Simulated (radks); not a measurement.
All-electron atom: Ir I in [Xe] 4f14 5d7 6s2 (the NIST ground configuration). All-electron calculation, scalar-relativistic Kohn-Sham, PBE, spin-polarised, spherical densities, finite nucleus; open shells are filled with parallel spins first (spin-orbit coupling, left out, can overturn this in heavy ions); Fermi nuclear charge, rms radius 5.4032 fm. Program: a radial shooting solver on a logarithmic mesh with Libxc functionals.

Local quantities along the radius. ELF = 1/(1 + alpha^2) is the electron localisation function; alpha = (tau - tau_W)/tau_unif compares the Pauli kinetic energy density with that of the uniform gas (summed over spins). tau is taken from the large components.

| r (bohr) | ELF | alpha |
|---|---|---|
| 0.001028 | 0.999 | 0.02315 |
| 0.001197 | 0.999 | 0.02402 |
| 0.001393 | 0.999 | 0.02514 |
| 0.001635 | 0.999 | 0.02666 |
| 0.001903 | 0.999 | 0.02851 |
| 0.002216 | 0.999 | 0.03087 |
| 0.002579 | 0.999 | 0.03391 |
| 0.003003 | 0.999 | 0.03785 |
| 0.003496 | 0.998 | 0.04302 |
| 0.00407 | 0.998 | 0.04990 |
| 0.004738 | 0.997 | 0.05924 |
| 0.005515 | 0.995 | 0.07219 |
| 0.006421 | 0.992 | 0.09057 |
| 0.007535 | 0.986 | 0.1191 |
| 0.008772 | 0.975 | 0.1600 |
| 0.01021 | 0.953 | 0.2230 |
| 0.01189 | 0.906 | 0.3213 |
| 0.01384 | 0.816 | 0.4744 |
| 0.01611 | 0.670 | 0.7025 |
| 0.01876 | 0.499 | 1.002 |
| 0.02184 | 0.374 | 1.294 |
| 0.02542 | 0.332 | 1.419 |
| 0.02959 | 0.376 | 1.288 |
| 0.03445 | 0.493 | 1.015 |
| 0.04043 | 0.635 | 0.7576 |
| 0.04707 | 0.723 | 0.6193 |
| 0.05479 | 0.740 | 0.5932 |
| 0.06379 | 0.676 | 0.6923 |
| 0.07426 | 0.529 | 0.9438 |
| 0.08645 | 0.382 | 1.273 |
| 0.1006 | 0.353 | 1.355 |
| 0.1172 | 0.466 | 1.072 |
| 0.1364 | 0.631 | 0.7655 |
| 0.1588 | 0.717 | 0.6282 |
| 0.1863 | 0.672 | 0.6984 |
| 0.2169 | 0.471 | 1.059 |
| 0.2525 | 0.286 | 1.581 |
| 0.294 | 0.330 | 1.424 |
| 0.3422 | 0.551 | 0.9029 |
| 0.3984 | 0.696 | 0.6602 |
| 0.4638 | 0.705 | 0.6463 |
| 0.54 | 0.605 | 0.8079 |
| 0.6286 | 0.434 | 1.141 |
| 0.7318 | 0.332 | 1.420 |
| 0.852 | 0.386 | 1.262 |
| 0.9998 | 0.540 | 0.9229 |
| 1.164 | 0.615 | 0.7911 |
| 1.355 | 0.579 | 0.8524 |
| 1.577 | 0.481 | 1.039 |
| 1.836 | 0.393 | 1.244 |
| 2.138 | 0.357 | 1.342 |
| 2.489 | 0.366 | 1.316 |
| 2.897 | 0.389 | 1.254 |
| 3.373 | 0.394 | 1.240 |
| 3.927 | 0.364 | 1.321 |
| 4.608 | 0.293 | 1.554 |
| 5.364 | 0.199 | 2.009 |
| 6.245 | 0.105 | 2.924 |
| 7.27 | 0.040 | 4.915 |
| 8.464 | 0.010 | 9.774 |
| 9.853 | 0.002 | 23.51 |

On this mesh the ELF has minima near r = 0.025, 0.10, 0.25, 0.73 bohr, which separate the shells, and maxima near 0.055 (0.74), 0.16 (0.72), 0.46 (0.71), 1.2 (0.62), 3.4 (0.39).
